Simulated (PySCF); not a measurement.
Pb(H)(NMe2) (C₂H₇NPb), SMILES C[N](C)[PbH] (connectivity only; charge and spin as stated), neutral, multiplicity 1.

Geometry: B3LYP-D3(BJ)/def2-SVP. The def2 effective core potentials stand for the cores of Pb; spin–orbit coupling is left out.

These are PBE/def2-TZVP (PySCF) values and carry that method's errors.

The total energy comes out as -327.92669 hartree, the point group comes out as Cs and the highest occupied level is -4.97 eV. The lowest empty level is -2.66 eV and the orbital gap comes out as 2.31 eV. The dipole moment is 1.13 D. The quadrupole, principal values (traceless, Buckingham form, about the centre of nuclear charge) comes out as -4.39, 1.84, 2.55 D·Å and the mean static polarisability is 88.5 bohr³ (13.11 Å³). The polarisability, principal values is 58.1, 86.7, 120.7 bohr³.
